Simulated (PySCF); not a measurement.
PySCF 2.14 output of a UHF calculation on a single atom or ion in x2c-TZVPall (8s6p6d1f, 63 functions), with the spin-free X2C one-electron Hamiltonian (Gaussian nucleus):

```
SCF conv_tol = 1e-09
number electrons alpha = 24  beta = 21
cycle= 1 E= -4781.18715247221  delta_E= -0.00563  |g|= 0.025  |ddm|= 0.048
cycle= 2 E= -4781.18731318106  delta_E= -0.000161  |g|= 0.00496  |ddm|= 0.00837
cycle= 3 E= -4781.1873223533  delta_E= -9.17e-06  |g|= 0.00179  |ddm|= 0.00364
cycle= 4 E= -4781.1873233662  delta_E= -1.01e-06  |g|= 0.000558  |ddm|= 0.000965
cycle= 5 E= -4781.18732380949  delta_E= -4.43e-07  |g|= 8.08e-05  |ddm|= 0.000915
cycle= 6 E= -4781.18732381729  delta_E= -7.8e-09  |g|= 2.47e-05  |ddm|= 0.000119
cycle= 7 E= -4781.18732381784  delta_E= -5.48e-10  |g|= 4.62e-06  |ddm|= 7.53e-05
converged SCF energy = -4781.18732381784  <S^2> = 3.7524759  2S+1 = 4.0012378
```

The run itself started from symmetry-adapted Hartree-Fock orbitals and held the occupation by maximum overlap, so the iterations belong to that start.

Q: Which element, charge and spin multiplicity is this?

A: Rh (rhodium, neutral), multiplicity 4; the state was [Kr] 4d8 5s1, high-spin 4F determinant.
